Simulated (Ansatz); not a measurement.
# A substitution series on C: H to CH3

On one C centre that keeps SnH3, n of the H ligands are replaced by CH3. The atomisation energy (no zero-point term) y in kJ/mol at MP2/def2-TZVPP. Shapes: PBE0-D4/def2-TZVP. Programs: Ansatz 0.2.0.

```
 molecule  n  y (kJ/mol)
SnH3(CH3)  0        2276
   C2H8Sn  1           ?
  C3H10Sn  2        4703
  C4H12Sn  3        5932
```

Problem. Fit y = c + s·n to the known rows and predict C2H8Sn.

Solution. 
1. Means of the 3 rows: n = 1.66667, y = 4303.7.
2. Σ(Δn)² = 4.6667, Σ(Δn·Δy) = 5683.7, so the slope is 5683.7/4.6667 = 1217.9.
3. Intercept: 4303.7 − (1217.9) × 1.66667 = 2273.9. The largest residual of the fit is 6.7.
4. C2H8Sn: 2273.9 + (1217.9) × 1 = 3492 kJ/mol.

The run gave 3484 kJ/mol, so the prediction is off by +8 kJ/mol, about the largest residual. The steps per swap are +1208, +1219, +1229 kJ/mol. The slope is the difference between a C–CH3 and a C–H bond with the ligands’ own bonds. Other levels give for C2H8Sn: PBE-D4/def2-TZVPP 3581; r2SCAN0-D4/def2-TZVPP 3542; MP2/def2-SVP 3380 kJ/mol. For atoms past krypton def2 sets carry core potentials with scalar relativity. Outer-core shells of Sn are correlated, in sets that cover them unevenly.
